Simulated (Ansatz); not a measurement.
A nudged elastic band was laid between two geometries of CH₆BBrSnTe (11 atoms, charge 0, multiplicity 1).

Method: RHF/def2-SVP in Ansatz.

```yaml
movable_images: 7
climbing_image: yes
spring: 5.0 eV/Å²
optimiser: quadratic models (default)
start_path: IDPP
force_threshold: 0.05 eV/Å
iteration_limit: 59
end_points: relaxed
```

Initial state:

```xyz
11
Properties=species:S:1:pos:R:3
C -1.450 -0.529 0.861
Sn 0.524 0.331 0.836
Br 2.003 -1.338 2.051
B 1.504 0.597 -1.201
Te 0.563 0.334 -3.095
H -1.457 -1.473 0.316
H -1.753 -0.716 1.891
H -2.167 0.153 0.401
H 0.586 1.751 1.788
H 2.652 0.916 -1.275
H -0.939 -0.084 -2.553
```

Final state:

```xyz
11
Properties=species:S:1:pos:R:3
C -1.317 -0.848 0.824
Sn 0.658 0.012 0.810
Br 2.249 -1.950 1.070
B 1.319 1.040 -1.110
Te 0.090 1.471 -2.799
H -1.465 -1.407 1.747
H -2.073 -0.063 0.762
H -1.440 -1.526 -0.021
H 0.915 0.977 2.198
H 2.451 1.400 -1.236
H -1.321 0.837 -2.224
```

(1) Which bonds break or form, and what moves?

(2) What energy profile does the band end with?

(3) What is the geometry of the highest image?

Answers

(1) No bond is made or broken. The dihedral H8–C1–Sn2–Br3 goes from 177 to -62°. The two ends are copies of one structure, up to a mirror image or an exchange of like atoms.

(2) It converged. The highest image is number 4 of 0 to 8, 0.6 kcal/mol above the ends, which have the same energy within 2 meV. A vibrational analysis at the climbing image gives one clearly imaginary mode, 90i cm⁻¹: a first-order saddle point.

```tsv
image	path coordinate (Å)	energy (kcal/mol)	dihedral H8–C1–Sn2–Br3 (°)
0	0.00	0.0	177
1	0.44	0.1	-168
2	0.89	0.3	-153
3	1.33	0.5	-138
4	1.77	0.6	-123
5	2.22	0.5	-107
6	2.67	0.3	-92
7	3.12	0.1	-77
8	3.57	0.0	-62
```

(3) 
```xyz
11
Properties=species:S:1:pos:R:3:forces:R:3
C -1.357 -0.798 0.869 -0.04 -0.01 -0.04
Sn 0.624 0.056 0.814 0.02 0.01 -0.01
Br 2.216 -1.881 1.225 0.00 0.00 0.00
B 1.350 0.956 -1.148 0.00 0.00 0.01
Te 0.204 1.317 -2.907 -0.01 0.00 0.01
H -1.275 -1.876 1.006 0.00 0.01 0.02
H -1.923 -0.374 1.698 0.01 -0.02 0.00
H -1.894 -0.605 -0.059 0.02 0.01 0.01
H 0.874 1.112 2.136 0.00 0.00 0.00
H 2.495 1.282 -1.251 0.00 0.00 0.00
H -1.249 0.754 -2.362 0.00 0.00 0.00
```

Time of the run: 2.9 min on 2 threads of Arm Neoverse V1, with other jobs on the host, peak memory 0.51 GiB.
